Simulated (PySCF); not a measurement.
These are CAM-B3LYP-D3(BJ)/def2-TZVP (PySCF 2.14.0) values and carry that method's errors. Gas-phase values, no solvent. One relaxed conformer stands for a flexible species; it need not be the lowest. Excitations are Tamm–Dancoff values on a coarser integration grid. The basis has no diffuse functions, so Rydberg states are missing or too high.

Reference species (SMILES): `CBC#N` (neutral, multiplicity 1).

The S1 excitation (TDA) is 5.06 eV and the T1 excitation (TDA) is 4.64 eV. The HOMO is -10.90 eV.

Changed species: `[H]/N=C\B=C`.

Q: What does the change do to the S1 excitation (TDA), T1 excitation (TDA) and HOMO?

A: the S1 excitation (TDA) drops by 1.70 eV, to 3.36 eV; the T1 excitation (TDA) drops by 1.66 eV, to 2.98 eV; the HOMO goes up by 2.69 eV, to -8.21 eV.
